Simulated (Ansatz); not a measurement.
Species: CH7B2N, SMILES `BNBC` (H–B–N–B torsion 0°, B–N–B–C torsion 180°) (charge 0, multiplicity 1), formula CH$_{7}$B$_{2}$N.

Task: How many basis functions does frozen-core CCSD(T)/cc-pVTZ // B3LYP-D3(BJ)/def2-TZVP in Ansatz (a first-principles code) use, how many core orbitals are frozen, and how many electrons are correlated?

Result: 218 basis functions and 4 frozen orbitals, which leaves 22 correlated electrons. Core time is of the order of minutes.
